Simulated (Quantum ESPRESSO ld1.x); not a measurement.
Results of a calculation; reference values are marked as such.
Species: the carbon ion C+. Configuration: [He] 2s2 6f1 (not the ground configuration). Code: ld1.x of Quantum ESPRESSO 7.5. Model: Dirac Kohn-Sham, PBEsol, spin-unpolarised, spherical densities, point nucleus; open shells are shared between the two j in proportion to 2j + 1.

Normalised radial functions P(r) = r R(r) (large component), r in bohr:

r	6f5/2
0.01482	0.0000
0.01981	0.0000
0.02647	0.0000
0.03502	0.0000
0.04681	0.0000
0.06255	0.0000
0.08276	0.0000
0.1106	0.0000
0.1478	0.0000
0.1956	0.0000
0.2614	0.0000
0.3493	0.0001
0.4622	0.0003
0.6177	0.0009
0.8255	0.0024
1.092	0.0059
1.46	0.0139
1.951	0.0304
2.581	0.0592
3.45	0.1035
4.61	0.1485
6.1	0.1446
8.152	0.0320
10.89	-0.1429
14.41	-0.1592
19.26	0.0798
25.75	0.2732
34.06	0.1272
45.52	0.0125
60.84	0.0003

6f5/2: eigenvalue -1.286 eV, 2 radial nodes at r = 8.61, 17.8 bohr, <r> = 23.1 bohr, 90 % of the charge inside 31.7 bohr.
